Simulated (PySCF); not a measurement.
C5H7ClGe.
Bonds: Cl1–C2, C2–Ge3, Ge3–C4, C4–C5 (double), C5–C6, C6–C7 (double), Ge3–C7. Hydrogens: H8, H9 on C2; H10 on Ge3; H11 on C4; H12 on C5; H13 on C6; H14 on C7.

Method: PBE0-D3(BJ)/def2-SVP geometry optimisation, gas phase in PySCF 2.14.0.

(1) Give the optimised bond lengths and angles.

Results:

(1) 
```tsv
bond	length (bohr)	order
Cl1–C2	3.370	single
C2–Ge3	3.717	single
Ge3–C4, Ge3–C7	3.670	single
C4=C5, C6=C7	2.545	double
C5–C6	2.800	single
C2–H8, C2–H9	2.077	single
Ge3–H10	2.915	single
C4–H11, C7–H14	2.062	single
C5–H12, C6–H13	2.071	single
```

Bonds in one row agree within 0.02 bohr and their mean is given. Orders are formal, as drawn. A selection of angles:
```tsv
angle	degrees
Cl1–C2–Ge3	111.0
Cl1–C2–H8	108.2
Ge3–C2–H8	110.7
H8–C2–H9	108.1
C2–Ge3–C4	113.3
C2–Ge3–H10	108.1
C4–Ge3–C7	90.1
C4–Ge3–H10	115.6
Ge3–C4–C5	106.8
Ge3–C4–H11	130.2
C5–C4–H11	123.0
C4–C5–C6	118.1
C4–C5–H12	122.9
C6–C5–H12	119.0
```

Dihedral angles: Cl1–C2–Ge3–C4 51° (synclinal); C2–Ge3–C4–C5 -115° (anticlinal); Ge3–C4–C5–C6 0° (synperiplanar); C4–C5–C6–C7 0° (synperiplanar); C5–C6–C7–Ge3 0° (synperiplanar); C2–Ge3–C7–C6 115° (anticlinal).

The C–Ge distances run from 1.942 Å (Ge3–C4, drawn single) to 1.967 Å (C2–Ge3, drawn single), a spread of 0.025 Å. The C–C distances run from 1.347 Å (C4=C5, drawn double) to 1.482 Å (C5–C6, drawn single), a spread of 0.135 Å. Ge3 (germanium bonded to 3 C and H) has angles from 90.1° to 115.6°. The 5-membered ring Ge3–C4–C5–C6–C7 has internal angles of 90.1° to 118.1° (sum 540°, against 540° for a flat polygon); it is planar, 0.00 Å rms from its mean plane, widest ring torsion 1°.

Point group: Cs (every atom within 0.08 Å of its image). Stationary, but not proved a minimum. The numbers are those of one conformer.

Hardware: Intel Xeon at 2.70 GHz, one thread, shared host with 64 logical CPUs at a one-minute load of 60. Cost: 3.1 min of wall time, 0.64 GiB resident at most. These figures are those of the optimisation.
